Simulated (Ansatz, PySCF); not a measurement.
Molecule: C2H9N2Si, net charge -1, singlet state. It need not be the lowest isomer of its formula. Whether it binds its extra electron was not tested at this geometry. 
Coordinates optimised at B3LYP-D3(BJ)/def2-TZVP (Ansatz, a program for electronic structure):
```
Si
C 1 1.7616
H 2 1.0894 1 121.18
H 2 1.0894 3 113.49 1 -157.33
N 1 1.7764 2 110.28 3 40.39
H 5 1.0111 1 116.79 2 -115.62
H 5 1.0113 6 109.83 1 -129.83
N 1 1.7764 2 110.28 3 164.01
H 8 1.0111 1 116.79 2 115.62
H 8 1.0113 9 109.83 1 129.83
C 1 1.9348 2 125.39 3 -77.80
H 11 1.0946 1 110.36 2 59.14
H 11 1.0946 12 107.18 1 120.21
H 11 1.0987 12 107.92 13 116.00
```
Charge -1, spin multiplicity 1.

Total electronic energies in hartree. Correlated levels leave the core frozen unless marked. No spin-orbit coupling. Non-relativistic. 

| level | program | energy (Eh) |
|---|---|---|
| PBE-D4/def2-TZVPD | Ansatz + dftd4 | [?] |
| r2SCAN/def2-TZVPD | Ansatz | [?] |
| B3LYP-D4/def2-TZVPD | Ansatz + dftd4 | -480.82059 |
| TPSSh-D3(BJ)/def2-TZVPD | PySCF + dftd3 | [?] |
| M06-2X/def2-TZVPD | PySCF | -480.66282 |
| wB97X-V/def2-TZVPD | Ansatz | -480.66443 |
| B2GP-PLYP/def2-TZVPD | Ansatz | -480.39982 |
| CCSD/cc-pwCVTZ | Ansatz | -479.90038 |

Question: Some entries are withheld; supply them.

Answer: 
- PBE-D4/def2-TZVPD, energy (Eh): -480.38166
- r2SCAN/def2-TZVPD, energy (Eh): -480.63138
- TPSSh-D3(BJ)/def2-TZVPD, energy (Eh): -480.80564
